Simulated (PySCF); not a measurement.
## Worked example: oscillator strength and radiative lifetime

B(Br)(vinyl)(NH2) (C2H5BBrN), SMILES C=CB(N)Br.

Coordinates come from a PBE0-D3(BJ)/def2-SVP optimisation. This is a generated structure with no PubChem entry under its InChIKey; it may be hypothetical. Other conformers were not sampled.

PySCF with TDDFT-LC-ωPBE/def2-SVPD puts the first singlet state with f over 0.02 at 6.39 eV (vertical), with the transition dipole (0.385, 0.367, 0.480) in atomic units.

Question: Find the oscillator strength, the wavelength and the radiative lifetime that this transition would have in vacuum if emission retraced absorption.

Answer: 
|μ|² = 0.5133 au, so |μ| = 1.82 D. ΔE = 6.39/27.211 = 0.2348 hartree. f = (2/3) ΔE |μ|² = 0.080 (the program prints 0.080).
λ = 1239.84/6.39 = 194 nm; ν = 51539 cm⁻¹.
Einstein's coefficient A = 0.6670 ν² f s⁻¹ (ν in cm⁻¹) = 1.4e8 s⁻¹, so τ = 1/A = 7.0 ns. This state is S1. The figure is the radiative limit of this one transition; relaxation, internal conversion, crossing to triplets and a medium change what is measured.
